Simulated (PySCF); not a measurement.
How the method changes the constants of IO

State: ²Π (doublet), unpaired electrons π ↑. Set-up: basis I x2c-SVPall, O x2c-SVPall; spin-free X2C with a Gaussian nucleus; PySCF 2.14. De refers to I + O in their high-spin ground configurations, without counterpoise correction. The functionals are run spin-unrestricted. A positive dipole means I(−)O(+). Levels whose curve was spin-contaminated or gave no clean fit are not listed.

```
      Level  Re (Å)  ωe (cm⁻¹)  De (eV)  μ (D)
   UHF-CCSD   1.963        593     1.43    n/a
UHF-CCSD(T)   1.968        581     1.59    n/a
        PBE   1.937        650     2.89  -2.48
     revPBE   1.946        636     2.61  -2.45
     r²SCAN   1.933        646     2.37  -2.36
    r²SCANh   1.930        644     2.14  -2.32
       PBE0   1.923        651     2.15  -2.36
       MN15   1.910        655     2.10  -2.42
      ωB97X   1.920        642     2.02  -2.42
```

(1) Which functional lies closest to UHF-CCSD(T) in De, which farthest, and by how much do they differ from it?

(2) What does a quarter of exact exchange do here, going from PBE to PBE0?

(3) What does the triples do here, going from UHF-CCSD to UHF-CCSD(T)?

Correlated steps freeze 19 core orbitals. Correlated levels converge slowly with the basis: in double zeta they bind strong bonds too weakly, by up to about 1 eV, and carry superposition errors of some tenths. Spin–orbit coupling is left out, which matters for elements this heavy, above all for dissociation energies. The state was picked by a PBE0 search and need not be the measured ground state.

The whole job (state search and all levels along the bond) took about 1.2 min on 1 thread of AMD EPYC 9R45 96-Core (shared host), peak memory 0.57 GiB.

## Answers

(1) Closest is ωB97X (-4.8 pm in Re, +10.5 % in ωe, +0.43 eV in De against UHF-CCSD(T) in the same basis), farthest PBE (-3.1 pm in Re, +11.9 % in ωe, +1.30 eV in De). CCSD(T) converges more slowly with the basis than the functionals do and binds too weakly in this one, so the order can change at the basis-set limit.

(2) PBE0 less PBE: -1.4 pm in Re, +0.2 % in ωe, -0.74 eV in De. Exact exchange removes part of the self-interaction that spreads semilocal densities, and in most molecules shortens and stiffens the bond and lowers De; so it does here.

(3) UHF-CCSD(T) less UHF-CCSD: +0.5 pm in Re, -2.0 % in ωe, +0.16 eV in De. Correlation nearly always deepens the well. The bond lengthens, as in strong covalent bonds, where excitations into antibonding orbitals dominate.
